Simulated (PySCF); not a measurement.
trichloroethylene (C2HCl3), singlet, at a GFN2-xTB geometry; PySCF with CCSD/STO-3G.

PySCF was given this input:
```python
from pyscf import gto, scf, cc

mol = gto.Mole()
mol.atom = '''
    Cl    2.164304    0.650631   -0.024884
    C     0.968681   -0.568927   -0.034553
    C    -0.332364   -0.292371   -0.001418
    Cl   -0.967282    1.297247    0.054353
    Cl   -1.500229   -1.550861   -0.012694
    H     1.336608   -1.581513   -0.069361
'''
mol.basis = 'sto-3g'
mol.charge = 0
mol.spin = 0
mol.verbose = 4
mol.build()

mf = scf.RHF(mol)
mf.kernel()

mycc = cc.CCSD(mf)
mycc.conv_tol = 1e-5
mycc.kernel()
print('E(CCSD) = %.10f' % mycc.e_tot)
```

Task: What does PySCF print? Leave out banner, timings and long lists.

Result: 
```
PySCF version 2.14.0

[INPUT] verbose = 4
[INPUT] num. atoms = 6
[INPUT] num. electrons = 64
[INPUT] charge = 0
[INPUT] spin (= nelec alpha-beta = 2S) = 0
[INPUT] symmetry False subgroup None
[INPUT] Mole.unit = angstrom
[INPUT] Symbol           X                Y                Z      unit          X                Y                Z       unit  Magmom
[INPUT]  1 Cl     2.164304000000   0.650631000000  -0.024884000000 AA    4.089941810301   1.229514398152  -0.047023944884 Bohr   0.0
[INPUT]  2 C      0.968681000000  -0.568927000000  -0.034553000000 AA    1.830541792070  -1.075116214870  -0.065295706782 Bohr   0.0
[INPUT]  3 C     -0.332364000000  -0.292371000000  -0.001418000000 AA   -0.628076933665  -0.552501116765  -0.002679631645 Bohr   0.0
[INPUT]  4 Cl    -0.967282000000   1.297247000000   0.054353000000 AA   -1.827898065222   2.451441545914   0.102712284048 Bohr   0.0
[INPUT]  5 Cl    -1.500229000000  -1.550861000000  -0.012694000000 AA   -2.835021934130  -2.930702547269  -0.023988183425 Bohr   0.0
[INPUT]  6 H      1.336608000000  -1.581513000000  -0.069361000000 AA    2.525823055903  -2.988626432439  -0.131073293726 Bohr   0.0

nuclear repulsion = 319.664307475796
number of shells = 22
number of NR pGTOs = 114
number of NR cGTOs = 38
basis = sto-3g
ecp = {}

******** <class 'pyscf.scf.hf.RHF'> ********
method = RHF
initial guess = minao
damping factor = 0
level_shift factor = 0
DIIS = <class 'pyscf.scf.diis.CDIIS'>
diis_start_cycle = 1
diis_space = 8
diis_damp = 0
SCF conv_tol = 1e-09
SCF conv_tol_grad = None
SCF max_cycles = 50
direct_scf = True
direct_scf_tol = 1e-13
Set gradient conv threshold to 3.16228e-05
Initial guess from minao.
init E= -1439.12778999116
  HOMO = -0.211327315072593  LUMO = 0.127624728379277  gap/eV = 9.22335
cycle= 1 E= -1438.94921125621  delta_E= 0.179  |g|=  0.5  |ddm|= 3.56
  HOMO = -0.370817616313278  LUMO = 0.0896622052714162  gap/eV = 12.53029
cycle= 2 E= -1439.04562930611  delta_E= -0.0964  |g|= 0.204  |ddm|= 1.16
  HOMO = -0.330818537003929  LUMO = 0.216761551734677  gap/eV = 14.90041
cycle= 3 E= -1439.06019042784  delta_E= -0.0146  |g|= 0.0377  |ddm|= 0.334
  HOMO = -0.329325900302319  LUMO = 0.226410021656227  gap/eV = 15.12234
cycle= 4 E= -1439.06098534955  delta_E= -0.000795  |g|= 0.0169  |ddm|= 0.0957
  HOMO = -0.331327081923943  LUMO = 0.224708517135587  gap/eV = 15.13050
cycle= 5 E= -1439.06109481644  delta_E= -0.000109  |g|= 0.00222  |ddm|= 0.03
  HOMO = -0.331461421969404  LUMO = 0.224853242738748  gap/eV = 15.13809
cycle= 6 E= -1439.06109911478  delta_E= -4.3e-06  |g|= 0.000479  |ddm|= 0.00741
  HOMO = -0.331462332613211  LUMO = 0.224970971291236  gap/eV = 15.14132
cycle= 7 E= -1439.06109926897  delta_E= -1.54e-07  |g|= 0.000126  |ddm|= 0.0014
  HOMO = -0.331469546339554  LUMO = 0.224955400345783  gap/eV = 15.14109
cycle= 8 E= -1439.06109927899  delta_E= -1e-08  |g|= 2.11e-05  |ddm|= 0.000362
  HOMO = -0.331467319033055  LUMO = 0.224955572617433  gap/eV = 15.14104
cycle= 9 E= -1439.06109927934  delta_E= -3.53e-10  |g|= 2.65e-06  |ddm|= 7.06e-05
  HOMO = -0.331467407444927  LUMO = 0.224955039604842  gap/eV = 15.14103
Extra cycle  E= -1439.06109927934  delta_E= -1.36e-12  |g|= 9.13e-07  |ddm|= 5.39e-06
converged SCF energy = -1439.06109927934

******** <class 'pyscf.cc.ccsd.CCSD'> ********
CC2 = 0
CCSD nocc = 32, nmo = 38
max_cycle = 50
direct = 0
conv_tol = 1e-05
conv_tol_normt = 1e-05
diis_space = 6
diis_start_cycle = 0
diis_start_energy_diff = 1e+09
Init t2, MP2 energy = -1439.20996475758  E_corr(MP2) -0.148865478238262
Init E_corr(CCSD) = -0.148865478238786
cycle = 1  E_corr(CCSD) = -0.166675299952688  dE = -0.0178098217  norm(t1,t2) = 0.0531344
cycle = 2  E_corr(CCSD) = -0.17431263501361  dE = -0.00763733506  norm(t1,t2) = 0.0234255
cycle = 3  E_corr(CCSD) = -0.179569475512502  dE = -0.0052568405  norm(t1,t2) = 0.011776
cycle = 4  E_corr(CCSD) = -0.180296049678554  dE = -0.000726574166  norm(t1,t2) = 0.00315046
cycle = 5  E_corr(CCSD) = -0.180263287417683  dE = 3.27622609e-05  norm(t1,t2) = 0.00110788
cycle = 6  E_corr(CCSD) = -0.180260015039394  dE = 3.27237829e-06  norm(t1,t2) = 0.000165773
cycle = 7  E_corr(CCSD) = -0.18026394090871  dE = -3.92586932e-06  norm(t1,t2) = 6.33049e-05
cycle = 8  E_corr(CCSD) = -0.180265657929849  dE = -1.71702114e-06  norm(t1,t2) = 1.75965e-05
cycle = 9  E_corr(CCSD) = -0.180265970114221  dE = -3.12184372e-07  norm(t1,t2) = 5.42609e-06
CCSD converged
E(CCSD) = -1439.241365249456  E_corr = -0.1802659701142213
E(CCSD) = -1439.2413652495
```
